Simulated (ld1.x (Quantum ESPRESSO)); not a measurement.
## Scattering properties, TM potential for Au

- Element: gold (Au)
- Generator: ld1.x (Quantum ESPRESSO) 7.5
- Type: norm-conserving Troullier–Martins (Kleinman–Bylander form)
- Functional: PBEsol
- Relativity: fully relativistic
- Frozen core: [Xe] 4f14
- Valence charge: 11
- Reference configuration: 5d10 6s1 6p0
- Partial waves: 6s (bound): rc 2.20 bohr; 6p (bound, empty): rc 2.60 bohr; 5d (bound): rc 1.90 bohr
- Local potential: all-electron potential smoothed inside 2.40 bohr (lloc = -1)
- Core correction: none

Open shells are filled in proportion to 2j + 1 (rel_dist='average').

The phase is arctan(r·u′/u) with u = r·R(r), unwrapped; energies in Ry, scanned from -3 to 5 Ry. A pole is an energy at which the radial function vanishes at the test radius. The pseudo phase is shifted by a multiple of π to meet the all-electron one at the reference energy, and phase errors are pseudo minus all-electron; the curves can meet again beyond the range given. Levels narrower than the energy grid can be missing from the lists of poles.

```
channel  radius (bohr)  reference energy (Ry)  poles, all-electron  poles, pseudo  unbroken range about the reference energy with phases within 0.05 rad  phase error 1 Ry above the reference energy (rad)
      s           2.86                  -0.43                 0.90     0.73, 1.65                                                              below 0.9                                             -0.019
   p1/2           2.86                  -0.08                 1.96     1.69, 4.44                                                              below 1.9                                             -0.018
   p3/2           2.86                  -0.04                 2.49     1.67, 4.14                                                              below 0.7                                             -0.059
   d3/2           2.86                  -0.58          -0.38, 4.73          -0.38                                                              below 1.4                                             +0.006
   d5/2           2.86                  -0.47          -0.23, 4.88          -0.23                                                              below 1.5                                             +0.005
```

Phases in the d5/2 channel:

```tsv
E (Ry)	all-electron	pseudo
-3.00	1.369	1.369
-2.76	1.360	1.360
-2.52	1.349	1.350
-2.28	1.337	1.337
-2.04	1.321	1.322
-1.80	1.302	1.302
-1.56	1.275	1.276
-1.32	1.235	1.236
-1.08	1.166	1.167
-0.84	0.993	0.995
-0.60	-0.020	-0.018
-0.36	-1.422	-1.421
-0.12	-1.646	-1.645
0.12	-1.739	-1.737
0.36	-1.804	-1.800
0.60	-1.863	-1.857
0.84	-1.930	-1.920
1.08	-2.017	-2.000
1.32	-2.143	-2.112
1.56	-2.348	-2.288
1.80	-2.712	-2.590
2.04	-3.281	-3.087
2.28	-3.815	-3.646
2.52	-4.136	-4.027
2.76	-4.317	-4.245
3.00	-4.427	-4.376
3.24	-4.501	-4.461
3.48	-4.554	-4.521
3.72	-4.595	-4.566
3.96	-4.627	-4.601
4.20	-4.654	-4.629
4.44	-4.676	-4.653
4.68	-4.697	-4.673
4.92	-4.715	-4.692
```
